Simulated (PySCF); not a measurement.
4-hydroxybenzonitrile (N#Cc1ccc(O)cc1, C₇H₅NO)

Geometry:
```csv
atom,x (Å),y (Å),z (Å)
N1,4.052,-0.452,-0.164
C2,2.908,-0.266,-0.118
C3,1.498,-0.039,-0.061
C4,0.992,1.253,0.164
C5,-0.374,1.473,0.218
C6,-1.266,0.405,0.050
O7,-2.579,0.675,0.112
C8,-0.768,-0.885,-0.174
C9,0.601,-1.104,-0.229
H10,1.685,2.086,0.295
H11,-0.780,2.471,0.392
H12,-3.085,-0.135,-0.018
H13,-1.461,-1.721,-0.306
H14,0.986,-2.110,-0.404
```

The calculation used PySCF, quadratic response CAM-B3LYP/aug-cc-pVDZ first hyperpolarisability, Taylor convention, gas phase. Geometry: PBE0-D3(BJ)/def2-SVP.

(1) Give the tensor of the second harmonic β(−2ω;ω,ω) at 1907 nm in the axes of these coordinates.

Answers

(1) In au, Taylor convention; rows are the first index (the induced dipole):
```tsv
	xx	yy	zz	xy	xz	yz
x	-474.3	+44.1	+4.4	+97.5	+22.7	+5.6
y	+97.0	-14.0	+0.5	+42.4	+5.2	-3.3
z	+22.6	-3.3	+0.3	+5.2	+4.9	+0.4
```
Norm of βᵢ = ⅓ Σⱼ (βᵢⱼⱼ + βⱼᵢⱼ + βⱼⱼᵢ): 435.2 au, hyper-Rayleigh value 198.1 au.
